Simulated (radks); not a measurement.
Results of a calculation; reference values are marked as such.
Q: The mean radii <r> (bohr) of the occupied orbitals of an atom or ion are listed with their occupations. Code: a radial shooting solver on a logarithmic mesh with Libxc functionals. Model: scalar-relativistic Kohn-Sham, PBE, spin-polarised, spherical densities, finite nucleus; Fermi nuclear charge, rms radius of each element as measured or else 0.836 A^(1/3) + 0.57 fm.

orbital  occ.      <r>
1s          2  0.04149
2s          2   0.1835
2p          6   0.1601
3s          2   0.5303
3p          6   0.5406
3d         10   0.5559
4s          2    1.572
4p          6    1.946

Name the element and its charge. Open shells, if any, are filled with parallel spins first.

A: Z = 36, krypton, charge 0: Kr in [Kr]. The 1s radius gives Z: for a bare nucleus <r> = (2 gamma + 1)/(2Z) with gamma = sqrt(1 - (Z/c)^2), 0.04069 bohr for Z = 36, and screening makes it slightly larger (0.04149 here). The occupations add up to 36, and the charge is Z minus that.
